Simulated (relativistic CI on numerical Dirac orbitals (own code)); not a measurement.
Calculated at this level of theory: Dirac-Coulomb-Breit CI, separate exchange-only KLI orbitals for each configuration, model QED, unscaled Slater integrals (own radial code, finite nucleus).

CI space (outside the closed core 1s2): 2s, 2p, 3s, 3p, 3d, 4s, 4p, 4d, 4f, 5s, 5p, 5d, 5f, 5g, 6s, 6p, 6d. Levels of other configurations are missing.

At this charge energies of transitions that change n are usually good to better than 1 %, and those within a shell (Δn = 0) to a few per cent.

Outline of the computed level scheme of K XVII. Lowest level of each configuration: 2s 2S_1/2 at 0.000 eV; 2p 2P°_1/2 at 34.048 eV; 3s 2S_1/2 at 582.677 eV; 3p 2P°_1/2 at 592.105 eV; 3d 2D_3/2 at 596.770 eV; 4s 2S_1/2 at 782.411 eV; 4p 2P°_1/2 at 786.290 eV; 4d 2D_3/2 at 788.233 eV; 4f 2F°_5/2 at 788.462 eV.

Some strong electric-dipole decays among the lowest 15 levels: 3d 2D_5/2 → 2p 2P°_3/2 (5.5e+12 s⁻¹); 3d 2D_3/2 → 2p 2P°_1/2 (4.6e+12 s⁻¹); 3p 2P°_1/2 → 2s 2S_1/2 (1.8e+12 s⁻¹); 3p 2P°_3/2 → 2s 2S_1/2 (1.8e+12 s⁻¹); 4d 2D_5/2 → 2p 2P°_3/2 (1.8e+12 s⁻¹); 4d 2D_3/2 → 2p 2P°_1/2 (1.5e+12 s⁻¹); 4f 2F°_7/2 → 3d 2D_5/2 (1.2e+12 s⁻¹); 4f 2F°_5/2 → 3d 2D_3/2 (1.1e+12 s⁻¹).
